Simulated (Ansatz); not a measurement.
`FC[SiH2]S` → `CF` + `[SiH]S` at 400 K and 1 bar (silylene formation by 1,1-elimination).

Gas-phase electronic energies from Ansatz, PBE0-D4/def2-TZVP geometries. CBS: MP2 limit from def2 TZ/QZ plus the TZ coupled-cluster correction, frozen cores. This one scheme is used for every species. One conformer a species, not always the lowest.

```json
{"species": "`FC[SiH2]S`", "CCSD(T)/CBS energy (Eh)": "-827.71878", "H − E (kJ/mol)": "178.0", "S (J/(mol·K))": "363.5"}
{"species": "`CF`", "CCSD(T)/CBS energy (Eh)": "-139.63461", "H − E (kJ/mol)": "117.5", "S (J/(mol·K))": "234.3"}
{"species": "`[SiH]S`", "CCSD(T)/CBS energy (Eh)": "-688.02937", "H − E (kJ/mol)": "61.1", "S (J/(mol·K))": "271.5"}
```

H − E and S are ideal-gas, rigid-rotor, harmonic terms from PBE0-D4/def2-TZVP, for one conformer and one mirror image of each species. 1 Eh = 2625.50 kJ/mol, R = 8.31446 J/(mol·K).

**Question.** By hand: ΔE, ΔH, ΔS and ΔG.

**Answer.** ΔE = (-139.63461) + (-688.02937) − (-827.71878) = 0.05480 Eh = 143.9 kJ/mol. Δ(H − E) = 117.5 + 61.1 − 178.0 = 0.6, so ΔH = 144.5 kJ/mol. ΔS = 234.3 + 271.5 − 363.5 = 142.3 J/(mol·K). ΔG = 144.5 − 400 × (142.3)/1000 = 87.6 kJ/mol.

**Question.** By hand: the equilibrium constant, and the temperature at which ΔG would vanish if ΔH and ΔS stayed fixed.

**Answer.** log₁₀ K = −ΔG/(RT ln 10) = -11.4. ΔG = 0 at ΔH/ΔS = 1015 K.

The number of gas molecules changes by +1, which sets the sign of ΔS. A doubt of 5 kJ/mol in ΔE shifts log₁₀ K by 0.7 here. Other conformers and mirror images would add mixing entropy, several J/(mol·K) or more a flexible species. These are equilibria of isolated gas molecules and say nothing of rates. Largest T1 diagnostic: 0.016 (customary marks: 0.02 for closed shells, 0.045 for open ones).
